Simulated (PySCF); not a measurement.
Compound: C4H3ClO2S2.
Numbering: `[O:1]=[S:2](=[O:3])([Cl:4])[c:5]1[cH:6][cH:7][cH:8][s:9]1`

Geometry (PBE0-D3(BJ)/def2-SVP, Å), atoms numbered from 1 in this order:
```
atom  x, y, z in Å
O1    -5.9698    1.5296    0.9937
S2    -5.6759    1.3642   -0.4115
O3    -6.2219    0.2952   -1.2165
Cl4   -6.2468    3.1523   -1.3413
C5    -3.9511    1.4139   -0.6365
C6    -3.2649    0.8462   -1.6833
C7    -1.8754    1.1003   -1.5824
C8    -1.5618    1.8537   -0.4759
S9    -2.9333    2.2608    0.4613
H10   -3.7560    0.2754   -2.4718
H11   -1.1326    0.7374   -2.2931
H12   -0.5743    2.1815   -0.1513
```

NICS = −σ at a ghost point: NICS(0) at the centroid of the ring atoms, NICS(1) 1 Å to either side along the normal of their mean plane, zz for the tensor component along that normal. Level: GIAO KT2/pcSseg-1 (PySCF, non-relativistic, gas phase) on the PBE0-D3(BJ)/def2-SVP geometry, one conformer.

Ring bond lengths (Å): C5–C6 1.374, C6–C7 1.416, C7–C8 1.375, C8–S9 1.710, S9–C5 1.720.

Task: Give the NICS values of each ring in ppm.

Result: 
| ring | type | NICS(0) | NICS(1), two faces | NICS(1)zz, two faces | rms pucker (Å) | centre to ring atoms, mean (Å) |
| --- | --- | --- | --- | --- | --- | --- |
| C5–C6–C7–C8–S9 | 5-membered ring with S; formal bonds all aromatic | -13.5 | -11.2 / -11.5 | -25.3 / -26.1 | 0.00 | 1.29 |

Task: What do they say, and how far can they be read as aromaticity?

Result: 
- C5–C6–C7–C8–S9: mean NICS(1)zz -25.7 ppm, shielded. For a flat ring without four-coordinate atoms the NICS criterion counts such a value as aromatic.

Task: What does the geometric index give? HOMA = 1 − mean of α(R − Ropt)² over the ring bonds, with Krygowski's 1993 parameters (CC: Ropt 1.388 Å, α 257.7 Å⁻²; CS: Ropt 1.677 Å, α 94.09 Å⁻²).

Result: 
- C5–C6–C7–C8–S9: HOMA 0.89; the largest term is that of C6–C7, α(R − Ropt)² = 0.20. The geometric and the magnetic index point the same way.

Task: How shielded are the nuclei of the rings and their hydrogens (means over atoms taken as equivalent)?

Result: 
| atoms | environment | σ isotropic (ppm) |
| --- | --- | --- |
| C5 | substituted aromatic carbon | 35.4 |
| C6 | aromatic CH carbon | 57.4 |
| C7 | aromatic CH carbon | 61.2 |
| C8 | aromatic CH next to a ring sulfur | 53.5 |
| S9 | thiophene-type sulfur | 292.0 |
| H10 | aromatic hydrogen | 23.67 |
| H11 | aromatic hydrogen | 24.19 |
| H12 | aromatic hydrogen | 23.95 |

Task: How do the values depend on the level or the medium?

Result: 
```json
{"level": "KT2/pcSseg-1, gas", "NICS(0), C5–C6–C7–C8–S9": "-13.5", "mean NICS(1)zz, C5–C6–C7–C8–S9": "-25.7"}
{"level": "PBE0/pcSseg-1, gas", "NICS(0), C5–C6–C7–C8–S9": "-13.2", "mean NICS(1)zz, C5–C6–C7–C8–S9": "-26.0"}
```

The geometry is the same throughout.
